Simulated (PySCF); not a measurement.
Isomers of C8H8N2, from PySCF, PBE0-D3(BJ)/def2-SVP geometry optimisation, gas phase. One conformer each, no zero-point energy, no frequencies.

Question: Which is lowest in electronic energy at this level?
A. `[CH2:1]=[CH:2][CH2:3][c:4]1[cH:5][cH:6][c:7]([C:8]#[N:9])[nH:10]1` with C1–C2–C3–C4 114°, C2–C3–C4–C5 138°: A = 2523, B = 811.8, C = 630.7 MHz, dipole 4.90 D
B. `[CH:1]#[C:2][c:3]1[cH:4][cH:5][n:6][n:7]1[CH:8]1[CH2:9][CH2:10]1` with N6–N7–C8–C9 29°: A = 1937, B = 1292, C = 825.4 MHz, dipole 1.65 D
C. `c1cc2n(cc1C)ccn2`: A = 3546, B = 1088, C = 836.8 MHz, dipole 3.68 D

Answer: C. That is `CC1=CN2C=CN=C2C=C1`, 31.5 kcal/mol below the next.

```
             SMILES                                                      mapped SMILES      E (Eh)  relative (kcal/mol)  relative (kJ/mol)  dipole (D)
     Cc1ccc2nccn2c1     [CH3:1][c:2]1[cH:3][cH:4][c:5]2[n:6][cH:7][cH:8][n:9]2[cH:10]1  -418.40121                  0.0                0.0        3.68
C=CCc1ccc(C#N)[nH]1  [CH2:1]=[CH:2][CH2:3][c:4]1[cH:5][cH:6][c:7]([C:8]#[N:9])[nH:10]1  -418.35097                 31.5              131.9        4.90
    C#Cc1ccnn1C1CC1   [CH:1]#[C:2][c:3]1[cH:4][cH:5][n:6][n:7]1[CH:8]1[CH2:9][CH2:10]1  -418.27487                 79.3              331.7        1.65
```

As drawn, the highest has a three-membered ring, a C≡C bond and an N–N linkage, which the lowest lacks.
